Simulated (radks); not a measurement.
Values are calculated unless marked as measured or tabulated.
Q: Species: Ba5+. Configuration: [Kr] 4d10 5s2 5p3. Code: a radial shooting solver on a logarithmic mesh with Libxc functionals. Model: Dirac Kohn-Sham, PBEsol, spin-unpolarised, spherical densities, finite nucleus; open shells fill j = l - 1/2 first; Fermi nuclear charge, rms radius 4.8378 fm. Some entries of the table are withheld. Estimate them.

orbital,occ.,eigenvalue (eV),<r^2> (bohr^2),r(max) (bohr)
1s1/2,2,-37264.55,0.0008890,0.01643
2s1/2,2,-5934.826,0.01416,0.09306
2p1/2,2,-5594.718,0.01041,0.07108
2p3/2,4,-5213.232,0.01168,0.07615
3s1/2,2,-1295.948,0.09740,0.2666
3p1/2,2,(1),0.09217,0.2532
3p3/2,4,(2),0.09991,0.2643
3d3/2,4,-828.3553,0.08262,0.2132
3d5/2,6,-812.6267,0.08483,0.2164
4s1/2,2,-297.5700,0.5116,0.6250
4p1/2,2,-245.5708,0.5506,0.6369
4p3/2,4,-230.0960,0.5940,0.6611
4d3/2,4,-144.9941,0.7235,0.6897
4d5/2,6,-142.3458,0.7411,0.6978
5s1/2,2,-83.0264,(3),1.433
5p1/2,2,-68.0187,3.191,1.551
5p3/2,1,-65.3197,3.408,1.607

A: 
(1) 3p1/2 eigenvalue (eV): -1153.082
(2) 3p3/2 eigenvalue (eV): -1079.339
(3) 5s1/2 <r^2> (bohr^2): 2.668
